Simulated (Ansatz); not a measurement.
Sb(Br)2(Me) (CH3Br2Sb), SMILES [Sb]([Br])([Br])[CH3].

Geometry optimised at PBE0-D3(BJ)/def2-SVP. The structure was generated by enumeration; whether it is a known compound was not checked. The def2 effective core potentials stand for the cores of Sb; spin–orbit coupling is left out.

Two levels are set side by side: PBE/def2-SVPD (Ansatz, a first-principles code) and PBE0/def2-SVPD (Ansatz). Energy differences of separate SCF runs at the same geometry; the states with an electron removed or added have multiplicity 2 and 2. Differences are taken from unrounded values.

```
quantity                           PBE0
---------------------------------  ----
vertical ionisation energy (eV)    9.38
vertical electron affinity (eV)    0.54
vertical singlet–triplet gap (eV)  3.66
```

Question: What does PBE give, and how far is it from PBE0? (An estimate is asked for; the answer gives what the named calculation found.)

Answer: 
```csv
quantity,PBE,PBE minus PBE0
vertical ionisation energy (eV),9.06,-0.32
vertical electron affinity (eV),0.52,-0.02
vertical singlet–triplet gap (eV),3.48,-0.18
```
